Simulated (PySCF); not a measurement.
Gas-phase reaction: 2 InH + 2 F → 2 InF + H2

Computed with PySCF and rigid-rotor harmonic-oscillator thermochemistry at 1 bar. † marks an energy on the PBE0/def2-TZVP geometry and frequencies; other levels use their own. CCSD(T) freezes the core. Open shells (unrestricted): F (multiplicity 2); the rest are closed-shell singlets. Spin-orbit splitting is ignored; it lowers the true energy and changes the entropy of F. In: scalar-relativistic def2 core potential, no spin-orbit coupling. InH: computed as isolated molecules; such fragments, hydroxides, amides, oligomers or adducts are transient or little studied in the gas. CCSD(T) isn't extrapolated to the basis-set limit.

CCSD(T)/def2-SVP† gives ΔH°(298 K) = -897 kJ.

Task: What do PBE0/def2-TZVP, CCSD(T)/def2-TZVPP†, PBE0/def2-QZVP† give?

Result: PBE0/def2-TZVP: -962 kJ; CCSD(T)/def2-TZVPP†: -958 kJ; PBE0/def2-QZVP†: -970 kJ. For scale, ΔH°(298 K) is -897 kJ at this level, -979 kJ at ωB97M-V/def2-TZVP†, and runs from -1144 to -686 kJ over the 18 levels computed.
